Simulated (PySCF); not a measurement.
## [C3H6O3S]+: g tensor and hyperfine couplings

Compound: C3H6O3S (charge +1 and doublet state).
SMILES with atom numbers: `[CH3:1][S@:2](=[O:3])[CH2:4][C:5](=[O+:6])[OH:7]` (hydrogens: H8, H9, H10 on C1; H11, H12 on C4; H13 on O7)

Structure used (GFN2-xTB), in Å, numbered top down from 1:
```
atom  x, y, z in Å
C1     1.907    0.394   -0.374
S2     1.049   -0.508    0.952
O3     0.924   -1.887    0.578
C4    -0.636    0.243    0.950
C5    -1.332   -0.022   -0.400
O6    -0.818    0.244   -1.450
O7    -2.505   -0.546   -0.206
H8     2.218    1.366   -0.006
H9     1.182    0.493   -1.193
H10    2.771   -0.180   -0.703
H11   -1.240   -0.193    1.747
H12   -0.517    1.315    1.112
H13   -3.007   -0.718   -1.025
```

The hyperfine couplings belong to this conformer and change with its torsions.

Computed with PySCF, UKS B3LYP, pcH-1 on C H O S, non-relativistic, mean-field spin-orbit, GIAO. Isolated species at its GFN2-xTB geometry (one conformer only). Couplings are sensitive to structure, and on GFN2-xTB geometries they can be far from those on DFT ones, by a factor of two or more for some ions and for spin on atoms past the first row. Stability of the SCF solution: not tested.

* g1, g2, g3: 2.00175, 2.01070, 2.01525
* g_iso: 2.00923
* Form of g: rhombic: the two nearest values differ by 34 % of g3 − g1
* ⟨S²⟩: 0.7552 (exact 0.7500)
* Total energy: -741.45752 Eh
* Basis functions: 245

Hyperfine couplings atom by atom, in mT; T1 to T3 are the principal values of the dipolar part; ρ(0) is the spin density at the nucleus (MHz turned into mT with g_iso):

| atom | isotope | a_iso | of which spin–orbit | T1 | T2 | T3 | Mulliken spin population | ρ(0) (bohr⁻³) |
| --- | --- | --- | --- | --- | --- | --- | --- | --- |
| C1 | 13C | 0.41 | 0.00 | -0.39 | -0.35 | 0.75 | 0.08 | 0.0101 |
| S2 | 33S | 4.13 | -0.01 | -1.12 | -1.09 | 2.21 | 0.28 | 0.3390 |
| O3 | 17O | -1.01 | -0.05 | -5.88 | 2.90 | 2.98 | 0.51 | 0.0444 |
| C4 | 13C | 0.38 | 0.00 | -0.32 | -0.29 | 0.60 | 0.06 | 0.0093 |
| C5 | 13C | 0.57 | 0.00 | -0.07 | -0.05 | 0.12 | 0.01 | 0.0142 |
| O6 | 17O | -0.13 | 0.00 | -0.43 | 0.21 | 0.22 | 0.04 | 0.0062 |
| O7 | 17O | -0.41 | 0.00 | -0.13 | 0.05 | 0.08 | 0.01 | 0.0192 |
| H8 | 1H | -0.29 | 0.00 | -0.21 | -0.06 | 0.27 | 0.00 | -0.0018 |
| H9 | 1H | 2.12 | 0.00 | -0.23 | -0.01 | 0.24 | 0.02 | 0.0134 |
| H10 | 1H | -0.24 | 0.00 | -0.19 | -0.07 | 0.26 | 0.00 | -0.0015 |
| H11 | 1H | -0.01 | 0.00 | -0.17 | -0.10 | 0.27 | 0.00 | -0.0001 |
| H12 | 1H | -0.15 | 0.00 | -0.18 | -0.03 | 0.21 | 0.00 | -0.0010 |
| H13 | 1H | 0.15 | 0.00 | -0.05 | -0.03 | 0.07 | 0.00 | 0.0010 |

The Mulliken spin populations are largest on O3 (+0.51), S2 (+0.28), C1 (+0.08) and C4 (+0.06).

The SMILES `C[S@](=O)CC(=[O+])O` draws the unpaired electron on O6, whose computed spin population is only +0.04.

Axes: g3 points within 14° of the S2–O3 bond.

Under fast tumbling the dipolar parts average out, and these isotropic splittings remain: 3 × 1H (H8/H9/H10, I = 1/2, 4 lines) with 0.53 mT, 1 × 1H (H12, I = 1/2, 2 lines) with 0.15 mT and 1 × 1H (H13, I = 1/2, 2 lines) with 0.15 mT.

Class means assume fast exchange of nuclei equivalent by connectivity; if that motion is slow, each nucleus keeps its own coupling. The three 1H nuclei of mean +15.0 MHz run from -8.1 to 59.8 MHz in the frozen geometry.

The 17O coupling of O3 (-28.3 MHz) shows only in satellite lines or after enrichment, since that isotope makes up about 0.038 % of natural oxygen.

The 33S coupling of S2 (116.2 MHz) shows only in satellite lines or after enrichment, since that isotope makes up about 0.76 % of natural sulfur.

Time: 61 s wall (grids of density and orbitals included); peak memory 0.89 GiB. Hardware: an Arm Neoverse V1 with one thread, on a shared host.
